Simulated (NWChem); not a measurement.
Species: AlBrCl2; SMILES [Cl][Al]([Br])[Cl]

Program: NWChem. Pople sets run with spherical d functions. Geometry: optimised at PBE0/def2-SVP.

Q: Taking PBE/def2-QZVP as the yardstick, which of these has the fewest basis functions while keeping “highest occupied level (eV)” within 0.05 eV of it: PBE/STO-3G; PBE/def2-TZVPD; PBE/6-31G*; PBE/3-21G; PBE/6-311G**?

A: PBE/6-31G* (a larger set in the list lies outside the tolerance).
| level | basis functions | highest occupied level (eV) | relative time (rough) |
|---|---|---|---|
| PBE/STO-3G | 45 | -4.73 | 1 |
| PBE/3-21G | 61 | -7.74 | 1 |
| PBE/6-31G* | 86 | -7.65 | 10 |
| PBE/6-311G** | 122 | -7.75 | 9 |
| PBE/def2-TZVPD | 192 | -7.70 | 30 |
| PBE/def2-QZVP | 285 | -7.69 | 100 |

The yardstick is one finite set, not the basis-set limit.
